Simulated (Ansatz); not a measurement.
Input file for `[OH][Sn]([F])([F])[Cl]`:

```yaml
crystal:
  periodic: [false, false, false]
  atoms:
    - {symbol: O, position_ang: [-0.463970, 0.283943, 1.476328]}
    - {symbol: Sn, position_ang: [0.252438, -0.175662, -0.247544]}
    - {symbol: F, position_ang: [1.982484, -0.856486, 0.056670]}
    - {symbol: F, position_ang: [-0.743292, -1.587067, -1.019748]}
    - {symbol: Cl, position_ang: [0.329429, 1.540625, -1.744409]}
    - {symbol: H, position_ang: [-1.314990, 0.730647, 1.432505]}
basis:
  gaussian: {orbitals: def2-TZVPP}
correlation: {method: ccsd_t}
output: {orbitals: {seedname: orbitals}}
```

```sh
$ ansatz run in.yaml --threads 4 --pin off --events-out ev --progress --plain
```

Output of Ansatz, abridged:

```
Functional definition: HF
1417 factors; integrals over basis functions are off by at most 8.1e-4 eV
mean field evaluation 1: about -25776.2334 eV, gradient 5.4e1 eV
mean field evaluation 2: about -25776.4223 eV, gradient 5.4e1 eV
mean field evaluation 4: about -25781.1407 eV, gradient 2.2e0 eV
mean field evaluation 8: about -25781.1844 eV, gradient 3.1e-1 eV
mean field -25781.18465770 eV, -947.4410610558 hartree, gradient 3.5e-6 eV, S^2 0.000000; 0 other end points of the search recorded, 0 dependent functions left out
12 core orbitals not correlated: weight in the atoms' cores, before any rotation towards them, 1.000 or more for the frozen orbitals, at most 0.000 for the correlated occupied ones
reference -25781.18465770 eV, -947.4410610558 hartree; 21, 21 occupied and 166, 166 virtual orbitals, 1417 factors
second order -33.82712715 eV of doubles, -0.00000000 eV of singles
cycle   1  -33.05934668 eV  change    7.7e-1 eV  update   1.4e-1
cycle   2  -33.78204045 eV  change   -7.2e-1 eV  update   4.3e-2
cycle   3  -33.96238210 eV  change   -1.8e-1 eV  update   2.2e-2
cycle   4  -33.94446943 eV  change    1.8e-2 eV  update   5.6e-3
cycle   5  -33.93713482 eV  change    7.3e-3 eV  update   2.1e-3
cycle   6  -33.93848370 eV  change   -1.3e-3 eV  update   7.6e-4
cycle   7  -33.93850111 eV  change   -1.7e-5 eV  update   2.6e-4
cycle   8  -33.93832855 eV  change    1.7e-4 eV  update   1.0e-4
cycle   9  -33.93835595 eV  change   -2.7e-5 eV  update   4.0e-5
perturbative correction -1.14619854 eV, -0.0421220194 hartree
Total energy: -25816.26921219 eV, -948.7303946521 hartree
```

Run time 110 s (4 threads of a server CPU on a shared host); peak host memory 2.9 GiB.

MP2 recovers 96.4 % of the CCSD(T) correlation energy and the triples give 3.3 %; T1 = 0.0141.
